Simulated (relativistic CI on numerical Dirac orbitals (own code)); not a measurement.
Computed by Dirac-Coulomb-Breit CI, separate exchange-only KLI orbitals for each configuration, model QED (radiative potential, 1s self-energy scaled to tabulated hydrogen-like ionisation energies), unscaled Slater integrals (own radial code, finite nucleus).

Configurations in the expansion (outside the closed core 1s2): 2s²2p⁴, 2s2p⁵, 2p⁶, 2p⁵3s, 2p⁵3p, 2p⁵3d, 2s²2p³3s, 2s²2p³3p, 2s²2p³3d, 2s2p⁴3s, 2s2p⁴3p, 2s2p⁴3d, 2s²2p³4s, 2s²2p³4p, 2s²2p³4d, 2s²2p³4f, 2s2p⁴4s, 2s2p⁴4p, 2s2p⁴4d, 2s²2p²3s², 2s2p⁴4f, 2s²2p²3s3p, 2s²2p³5s, 2s²2p³5p, 2s²2p³5d, 2s²2p²3s3d, 2s²2p²3p², 2s²2p³5f, 2s²2p³5g, 2s²2p²3p3d, 2s2p³3s², 2s²2p²3d², 2s2p³3s3p, 2s2p³3s3d, 2s2p³3p², 2s2p⁴5s. Levels of other configurations are missing.

At this charge energies of transitions that change n are usually good to better than 1 %, and those within a shell (Δn = 0) to a few per cent.

Outline of the computed level scheme of La L. Lowest level of each configuration: 2s²2p⁴ ³P2 at 0.00 eV; 2s2p⁵ ³P°2 at 707.25 eV; 2p⁶ ¹S0 at 1506.05 eV; 2s²2p³3s ³P°2 at 5003.19 eV; 2s²2p³3p ³P1 at 5086.16 eV; 2s²2p³3d ³D°2 at 5296.52 eV.

Some strong electric-dipole decays among the lowest 45 levels: 2s²2p³3d ³D°3 → 2s²2p⁴ ³P2 (7.4e+14 s⁻¹); 2s²2p³3d ³D°1 → 2s²2p⁴ ¹S0 (4.6e+14 s⁻¹); 2s²2p³3d ³D°2 → 2s²2p⁴ ³P2 (3.4e+14 s⁻¹); 2s²2p³3d ³D°1 → 2s²2p⁴ ³P2 (8.9e+13 s⁻¹); 2s²2p³3s ¹D°2 → 2s²2p⁴ ¹D2 (6.2e+13 s⁻¹); 2s²2p³3s ³S°1 → 2s²2p⁴ ³P1 (5.9e+13 s⁻¹); 2s²2p³3s ¹P°1 → 2s²2p⁴ ³P2 (5.6e+13 s⁻¹); 2s²2p³3s ³P°0 → 2s²2p⁴ ³P1 (3.6e+13 s⁻¹).

LS names give the leading component of a level, which can be under half, so a name can repeat, a term be missing and a line seem to break the LS rules.
